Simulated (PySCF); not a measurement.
C₅H₁₀O₂Si₂, SMILES CO[SiH2][SiH2]c1ccco1 at its GFN2-xTB optimised geometry (Å):

```
19

C     -4.0516    -1.7771     0.1003
O     -2.6604    -1.8067     0.0666
Si    -1.6391    -0.5393     0.0726
Si     0.3509    -1.6788    -0.0021
C      1.6627    -0.3401     0.0000
C      3.0304    -0.3401     0.0000
C      3.4450     1.0103     0.0000
C      2.2990     1.7457    -0.0002
O      1.2236     0.9462    -0.0001
H     -4.4070    -1.2887     1.0108
H     -4.4170    -2.8044     0.0778
H     -4.4492    -1.2349    -0.7609
H     -1.8912     0.2980     1.2600
H     -1.9483     0.3540    -1.0590
H      0.6008    -2.5103    -1.1937
H      0.6591    -2.5665     1.1337
H      3.6576    -1.2078     0.0002
H      4.4492     1.3830     0.0001
H      2.1275     2.8044    -0.0004
```

Level of theory: PBE/def2-SVP run with PySCF. Cells within 0.4 Å of a nucleus heavier than hydrogen are left out (blank, or x).

Map of the electrostatic potential (hartree/e), clipped to [-0.08, 0.12] on the plane z = 0.0 Å:

```
|2222222222222222222222222|
|2222222222222222332222222|
|2222222222222233333322222|
|2222222222222333333332222|
|2222222222222333433333322|
|2222222222222345653333332|
|2222222222222349994333333|
|2222222222222359995433333|
|2222222222221279999776433|
|2222222222221499x99999533|
|23333333455319x999xx99533|
|3333334799984999999995333|
|333334699999899x999953333|
|333467899x99999x9xx953332|
|3349999999999999999994332|
|3359xx9x9999xx99659984332|
|3359999x95999999534543322|
|3359996401599996333333322|
|3349972001246543222332222|
|3334532111222222222222222|
|3333322212222222222222222|
|2233222222222222222222222|
|2222222222222222222222222|
|2222222222222222222222222|
|2222222222222222222222222|
```
Scale: ten equal steps from -0.045 (start of '0') to 0.120 (end of '9'), in the order '0123456789'; x runs from -6.50 to 6.50, y from -6.50 (bottom) to 6.50 (top).
